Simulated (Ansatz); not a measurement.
Li4H3: single points at one geometry.

```yaml
crystal:
  periodic: [false, false, false]
  atoms:
    - {symbol: Li, position_ang: [1.361227, -0.922944, 0.480444]}
    - {symbol: Li, position_ang: [-0.763494, 0.304036, 0.951666]}
    - {symbol: Li, position_ang: [-0.759989, -0.937387, -1.216283]}
    - {symbol: Li, position_ang: [0.641033, 1.371193, -0.812841]}
    - {symbol: H, position_ang: [-0.385516, -1.423451, 0.494063]}
    - {symbol: H, position_ang: [-1.082671, 0.797276, -0.777411]}
    - {symbol: H, position_ang: [0.989409, 0.811277, 0.880371]}
basis:
  gaussian: {orbitals: def2-TZVP, initial_orbitals: start.molden}
magnetization: {spin_polarized: true, initial_magnetization: 1}
hamiltonian: {xc: {name: wB97M-V}}
scf: {omitted_lower_state_checks: [starts]}
output: {orbitals: {seedname: orbitals}}
```

The file start.molden holds the orbitals of an earlier run on this structure, at another level or in another basis.

```sh
$ ansatz run in.yaml --threads 4 --pin off --events-out ev --progress --plain --max-ram 3916MiB
```

It prints (some lines left out):

```
Functional definition: wB97M-V
648 factors; their error is unknown
295 factors; integrals over basis functions are off by at most 3.7e-5 eV
mean field evaluation 1: about -866.1186 eV, gradient 4.1e0 eV
mean field evaluation 2: about -866.2046 eV, gradient 9.1e-2 eV
mean field evaluation 4: about -866.2033 eV, gradient 2.7e-3 eV
mean field -866.20332970 eV, -31.8323852327 hartree, gradient 2.2e-5 eV, S^2 0.750552; 0 other end points of the search recorded, 0 dependent functions left out
reference -866.20338448 eV, -31.8323872459 hartree; 8, 7 occupied and 66, 67 virtual orbitals, 648 factors
Total energy: -866.20338448 eV, -31.8323872459 hartree
Checks for a lower state left out: starts
```

Run time 2.3 s (4 threads of Arm Neoverse V2 on a shared host).

The first input with `hamiltonian: {xc: {name: r2SCANh}, dispersion: d4}` (abridged; 1.1 s):

```
Functional definition: r2SCANh
mean field -867.11142095 eV, -31.8657569706 hartree, gradient 1.0e-5 eV, S^2 0.751290
Total energy: -867.13759403 eV, -31.8667188136 hartree
Checks for a lower state left out: starts
```

The first input with `hamiltonian: {xc: {name: BHLYP}, dispersion: d4}`, `output: {forces: true, orbitals: {seedname: orbitals}}` (abridged; 0.7 s):

```
Functional definition: BHLYP
mean field -867.54596477 eV, -31.8817261615 hartree, gradient 7.2e-6 eV, S^2 0.750370
Total energy: -867.66459603 eV, -31.8860857798 hartree
Atom 0 force    -0.116442     0.075402     0.021840 eV/Å
Atom 1 force     0.094674    -0.048997    -0.117404 eV/Å
Atom 2 force     0.004058     0.076356     0.117727 eV/Å
Atom 3 force    -0.071997    -0.082617     0.090668 eV/Å
Atom 4 force     0.047300     0.087964    -0.060450 eV/Å
Atom 5 force     0.093096    -0.053721     0.031555 eV/Å
Atom 6 force    -0.050689    -0.054386    -0.083936 eV/Å
Dipole moment:    -0.197703     0.088836     0.246162 e Å
Checks for a lower state left out: starts
```

As the first input, with `hamiltonian: {xc: {text: "exchange = 0.50*pbe_x + 0.50*exact_x\ncorrelation = pbe_c"}}` (abridged; 0.6 s):

```
Functional definition: unnamed
mean field -866.22124064 eV, -31.8330434477 hartree, gradient 1.2e-5 eV, S^2 0.750638
Total energy: -866.22127649 eV, -31.8330447650 hartree
Checks for a lower state left out: starts
```

As the first input, with `gaussian: {orbitals: def2-SVP, initial_orbitals: start.molden}`, `hamiltonian: {xc: pbe, dispersion: d4}` (abridged; 0.6 s):

```
Functional definition: PBE
mean field -864.26256486 eV, -31.7610634405 hartree, gradient 2.2e-5 eV, S^2 0.750994
Total energy: -864.36507843 eV, -31.7648307445 hartree
Checks for a lower state left out: starts
```

First input, but with `hamiltonian: {xc: {name: revPBE}, dispersion: d4}` (abridged; 0.65 s):

```
Functional definition: revPBE
mean field -867.65402007 eV, -31.8856971206 hartree, gradient 1.5e-5 eV, S^2 0.750957
Total energy: -867.97832075 eV, -31.8976149508 hartree
Checks for a lower state left out: starts
```

As the first input, with `gaussian: {orbitals: def2-SVP, initial_orbitals: start.molden}`, `hamiltonian: {xc: pbe0, dispersion: d4}` (abridged; 0.6 s):

```
Functional definition: PBE0
mean field -864.91151381 eV, -31.7849118745 hartree, gradient 1.3e-5 eV, S^2 0.750819
Total energy: -864.99708317 eV, -31.7880564905 hartree
Checks for a lower state left out: starts
```

Geometry: PBE-D4/def2-TZVP.

The structure comes from a short search, and lower isomers may exist.
